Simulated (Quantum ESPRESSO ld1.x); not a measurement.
Species: B III. Configuration: [He] 3s1 (not the ground configuration). Calculated with ld1.x of Quantum ESPRESSO 7.5: Dirac Kohn-Sham, LDA (Slater exchange, VWN5 correlation), spin-unpolarised, spherical densities, point nucleus.

Normalised radial functions P(r) = r R(r) (large component), r in bohr:

```
   r/bohr * 2s1/2, o 2p1/2, + 3s1/2 (the largest magnitude, 0.822, reaches the edge; | marks zero, & curves that meet)
  0.01256                             o+*
  0.01584                             o+ *
  0.01981                             o +*
  0.02479                             o + *
  0.03101                             o  + *
  0.03911                             o  +  *
  0.04893                             o   +  *
  0.06121                             |o  +    *
  0.07658                             |o   +    *
  0.09657                             |o   +     *
   0.1208                             | o   +     *
   0.1512                             |  o  +      *
   0.1891                             |   o +      *
   0.2385                             |     &     *
   0.2984                             |   +    &
   0.3733                             | +  *      o
    0.467                            &|              o
   0.5889                     *  +    |                  o
   0.7368             *       +       |                      o
   0.9218      *           +          |                        o
    1.153  *               +          |                         o
    1.454  *                  +       |                        o
    1.819      *                    + |                    o
    2.276            *                |      +       o
    2.848                   *         |         o    +
    3.591                        *    |    o             +
    4.493                           * | o              +
    5.621                             *o         +
    7.033                             &    +
    8.869                             &+
     11.1                             &
```

2s1/2 (empty): eigenvalue -35.048 eV, 1 radial node at r = 0.451 bohr, <r> = 1.58 bohr, 90 % of the charge inside 2.46 bohr. 2p1/2 (empty): eigenvalue -29.880 eV, 0 radial nodes, <r> = 1.47 bohr, 90 % of the charge inside 2.42 bohr. 3s1/2: eigenvalue -13.407 eV, 2 radial nodes at r = 0.437, 1.91 bohr, <r> = 3.91 bohr, 90 % of the charge inside 5.64 bohr.
